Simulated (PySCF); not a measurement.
Species: (BeS)4 ring, Be4S4.
Structure used (PBE0-D3(BJ)/def2-SVP), in Å, numbered top down from 1:
```xyz
8
Be4S4 angstrom
Be    -0.6137   -1.2585   -1.3136
S      0.9438   -0.9047   -2.3383
Be     1.5629    0.3519   -1.0588
S      2.1510    1.5914    0.2519
Be     0.6137    1.2585    1.3136
S     -0.9437    0.9045    2.3385
Be    -1.5629   -0.3520    1.0589
S     -2.1511   -1.5912   -0.2520
```

Method: PySCF, delta-SCF UKS SCAN, pcX-2 on the ionised atom, pcseg-1 elsewhere, spin-free X2C. Every row has its own mixed basis.

```csv
ionised atom,basis functions,E(ionised) (Eh),binding energy (eV)
Be1,126,-1651.58854,121.175
S2,150,-1565.16069,2476.610
```

Problem. Fill in the total energy of each ground state.

Solution. With binding energy = E(ionised) − E(ground) and 27.2114 eV a hartree:

```
atom  binding energy (Eh)  E(ground) (Eh)
 Be1               4.4531      -1656.0416
  S2              91.0137      -1656.1744
```

Problem. How much do the ground-state energies differ, and what would follow from using one of them for all holes?

Solution. They run from -1656.1744 Eh (core basis on S2) to -1656.0416 Eh (on Be1), 0.1328 Eh or 3.61 eV apart, though the state is the same; only basis and grid differ. Pairing the ion of Be1 with the ground state of S2 would put its binding energy 3.61 eV too high.

Only 1s holes are shown. The first atom of each set that the bonding makes equivalent was ionised and stands for the set. Geometry: PBE0-D3(BJ)/def2-SVP; no solvent, vibrations or thermal averaging.
